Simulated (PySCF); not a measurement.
Vertical excitation energies

Species: C₅H₄F₄Ge.
Structure used (PBE0-D3(BJ)/def2-SVP), in Å, numbered top down from 1:
```xyz
14
C5H4F4Ge angstrom
F      0.7817    2.1789   -0.5086
C     -0.0436    1.1612   -0.2980
C     -1.3790    1.2407   -0.3897
Ge    -2.0606   -0.5234    0.0171
C     -0.2362   -1.1713    0.2763
C      0.5898   -0.1338    0.0600
C      2.0889   -0.2187    0.1642
F      2.6726    0.0748   -0.9999
F      2.5566    0.6352    1.0763
F      2.4829   -1.4427    0.5165
H     -1.8901    2.1670   -0.6505
H     -2.9097   -0.6003    1.2945
H     -2.7847   -1.2116   -1.1491
H      0.1368   -2.1609    0.5438
```

The calculation used TDDFT PBE0/def2-SVPD, vertical, gas phase, core orbitals frozen in the response in PySCF 2.14.0, density-fitted response routines. The PBE0/def2-SVPD calculation is non-relativistic and has no spin–orbit coupling, an omission that weighs most on germanium.

Task: Predict the UV-vis stick spectrum at this level.

Result: 

```tsv
state	λ (nm)	E (eV)	f	|μ| (D)	symmetry	main configurations (H = HOMO, L = LUMO)
S1	274.6	4.51	0.047	1.66	A′	H→L (97%)
S2	214.5	5.78	0.0001	0.08	–	H-2→L (99%)
S3	195.1	6.35	0.088	1.91	A′	H-1→L (79%), H→L+4 (19%)
S4	194.6	6.37	0.012	0.69	A″	H→L+1 (88%), H-3→L (8%)
S5	190.4	6.51	0.0027	0.33	A″	H-3→L (89%), H→L+1 (8%)
S6	185.9	6.67	0.0000	0.02	–	H→L+2 (90%)
```

The lowest singlet comes at 275 nm (436 kJ/mol) in the ultraviolet; it is of moderate strength; its leading configuration is HOMO→LUMO (97%). The strongest level in the table is S3 at 6.35 eV (195 nm, f = 0.088). Löwdin shares by element: HOMO carbon 82% or more (atoms not listed hold the other 18%); LUMO carbon 72% or more (atoms not listed hold the other 28%). Of the 6 states listed, 3 reach f = 0.01 and 2 stay under 0.0005. Weighted by f, the mean energy of these states is 5.78 eV. The oscillator strengths of these states sum to 0.149; summed over the whole spectrum of an exact calculation they would give the number of electrons, 102 (Thomas–Reiche–Kuhn). Symmetry labels in Cs follow from the direction of the transition dipole and are given only for states with f of 0.002 or more. The window holds the lowest 6 singlets.
